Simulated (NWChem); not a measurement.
Species: CH2NO cation; SMILES O=C=[NH2+]

```xyz
5

N      0.0000     0.0000     1.1190
C      0.0000     0.0000    -0.1498
O      0.0000     0.0000    -1.2770
H      0.0000     0.8859     1.6407
H      0.0000    -0.8859     1.6407
```
Atoms are numbered in this order, from 1.

Program: NWChem. Pople sets run with spherical d functions. Medium grid unless said otherwise, to which SCAN and Minnesota functionals are sensitive. All runs use the structure optimised with PBE0/def2-SVP. Total energies of different functionals are on different scales.

| level | energy (Ha) | highest occupied level (eV) | orbital gap (eV) |
|---|---|---|---|
| B3LYP/6-31G* | -168.9615 | -16.84 | 8.05 |
| PBE/6-31G* | -168.7798 | -15.57 | 5.86 |
| OLYP/6-31G* | -168.9286 | -15.47 | 5.91 |
| HCTH/407/6-31G* | -168.9329 | [?] | 5.94 |
| r2SCAN0/6-31G* | -168.8442 | -17.44 | 9.10 |
| PW91/6-31G* | -168.9094 | -15.62 | 5.85 |
| LC-wPBE (HJS exchange hole, range parameter 0.4 per bohr)/6-31G* | -168.8348 | -19.94 | 14.03 |
| M06-2X/6-31G* | -168.8910 | -18.57 | 11.27 |
| CAM-B3LYP/6-31G* | -168.8898 | -18.52 | 11.32 |

Problem. What belongs in the gaps?

Solution. 
- HCTH/407/6-31G*, highest occupied level (eV): -15.81
